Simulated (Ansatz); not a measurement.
Consider the hydrogen abstraction from the Si–H bond: `Cl[SiH](Cl)Cl` + `[OH]`• → `Cl[Si](Cl)Cl`• + H₂O.

Gas-phase electronic energies from Ansatz, PBE0-D4/def2-TZVP geometries. CCSD(T)/CBS is the MP2 limit (def2-TZVPP, def2-QZVPP) plus CCSD(T) − MP2 in def2-TZVPP, frozen cores. This one scheme is used for every species. Functionals use def2-TZVPP. Open shells (•) are unrestricted, without spin–orbit coupling.

(1) Is it downhill or uphill in electronic energy at CCSD(T)/CBS, and by how much? (Best estimate.)

(2) What do these levels give: LDA (SPW92), PBE-D4, revPBE-D4, BLYP-D4, r2SCAN-D4, PBE0-D4, PBE-QIDH, BHLYP, LC-ωPBE, RPA@PBE/def2-TZVPP, HF/CBS(def2), MP2/CBS(def2)? (An estimate is asked.)

(3) What do rigid-rotor, harmonic-oscillator terms from PBE0-D4/def2-TZVP frequencies (298.15 K, 1 bar) make of the CCSD(T)/CBS value? (Best estimate.)

Largest T1 diagnostic among the species: 0.012.

Results:

(1) The calculation gave: Downhill: ΔE = -1.24 eV.

(2) Computed: LDA (SPW92) -1.87, PBE-D4 -1.51, revPBE-D4 -1.40, BLYP-D4 -1.38, r2SCAN-D4 -1.29, PBE0-D4 -1.28, PBE-QIDH -1.21, BHLYP -0.96, LC-ωPBE -1.23, RPA@PBE/def2-TZVPP -1.00, HF/CBS(def2) -0.43, MP2/CBS(def2) -1.48 eV.

(3) Computed: ΔZPE = +0.11 eV, ΔH = -1.12 eV, ΔS = 10 J/(mol·K), ΔG = -1.16 eV. Open shells count their whole term as degenerate.

Leaving LDA and LC-ωPBE aside and taking each functional with its dispersion term where it has one, the values, not all of them listed here, spread over 0.55 eV, from PBE-D4 to BHLYP-D4. LDA lies −0.36 eV from PBE without D4. From PBE to PBE0 (25 % exact exchange), in def2-TZVPP and without D4, ΔE moves by +0.22 eV. At CCSD(T), def2-SVP lies +0.27 eV from the extrapolated value and def2-TZVPP +0.09 eV.
